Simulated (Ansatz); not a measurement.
A series at Si: from `N#C[Si](Cl)(C#N)C#N`, ligands are replaced one by one, each step taking up HCl and setting free `C#N`; n counts the steps. Ansatz, PBE0-D4/def2-TZVP geometries.

CBS adds triple-zeta CCSD(T) − MP2 to the MP2 limit, frozen cores; atoms without spin–orbit coupling. 

| n | molecule | atomization energy, CCSD(T)/CBS (kJ/mol) |
| --- | --- | --- |
| 0 | `N#C[Si](Cl)(C#N)C#N` | ? |
| 1 | `N#C[Si](Cl)(Cl)C#N` | 3185.3 |
| 2 | `N#C[Si](Cl)(Cl)Cl` | 2405.3 |
| 3 | `Cl[Si](Cl)(Cl)Cl` | 1619.8 |

Question: By hand: fit a straight line y = ȳ + b (n − n̄) to the 3 given rows and predict n = 0.

Answer: n̄ = 2.000, ȳ = 2403.47; Σ(n − n̄)(y − ȳ) = -1565.50, Σ(n − n̄)² = 2.000, so b = -782.75 kJ/mol a step. Prediction: 2403.47 + (-782.75) × (-2.000) = 3969.0 kJ/mol.

Question: By hand: compare with the computed value, 3961.7 kJ/mol, and give the steps along the whole series.

Answer: The line misses by -7.3 kJ/mol (computed minus predicted). Steps: -776.4, -780.0, -785.5 kJ/mol.

The steps differ by at most 9.1 kJ/mol, 1.2 % of a mean step, so the ligands' effects nearly add and a line is close. The miss is 0.3 % of the series' range. The energies themselves are unsure by some kJ/mol a bond, though much of that is common to the series.
